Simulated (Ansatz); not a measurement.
`NCO[SiH3]` and `COCN` differ in one atom or group.

Ansatz, PBE0-D4/def2-TZVP geometries, multiplicity 1. Each molecule was computed in one conformer, which needn't be the lowest.

```csv
property,`NCO[SiH3]`
HOMO–LUMO gap (PBE0/def2-TZVPP) / eV,8.06
HOMO energy (B3LYP/def2-TZVPP) / eV,-7.42
size of the dipole moment (ωB97M-V/def2-TZVPP) / D,0.16
HOMO energy (PBE0/def2-TZVPP) / eV,-7.68
HOMO energy (PBE/def2-TZVPP) / eV,-6.18
HOMO energy (ωB97M-V/def2-TZVPP) / eV,-10.12
```

Give the same properties after the change, and the shifts. (Estimate.)

Ansatz gave: 
| property | `COCN` | shift |
| --- | --- | --- |
| HOMO–LUMO gap (PBE0/def2-TZVPP) / eV | 8.31 | 0.25 |
| HOMO energy (B3LYP/def2-TZVPP) / eV | -7.00 | 0.42 |
| size of the dipole moment (ωB97M-V/def2-TZVPP) / D | 1.41 | 1.25 |
| HOMO energy (PBE0/def2-TZVPP) / eV | -7.24 | 0.44 |
| HOMO energy (PBE/def2-TZVPP) / eV | -5.69 | 0.49 |
| HOMO energy (ωB97M-V/def2-TZVPP) / eV | -9.67 | 0.45 |

With PBE0 the HOMO rises by 0.44 eV and the LUMO rises by 0.69 eV, so the gap widens by about 0.25 eV. PBE moves the HOMO by 0.49 eV and ωB97M-V by 0.45 eV. Dipoles are sizes alone; their direction can turn.

B3LYP here is the variant with VWN-RPA as its local correlation; programs differ in this.
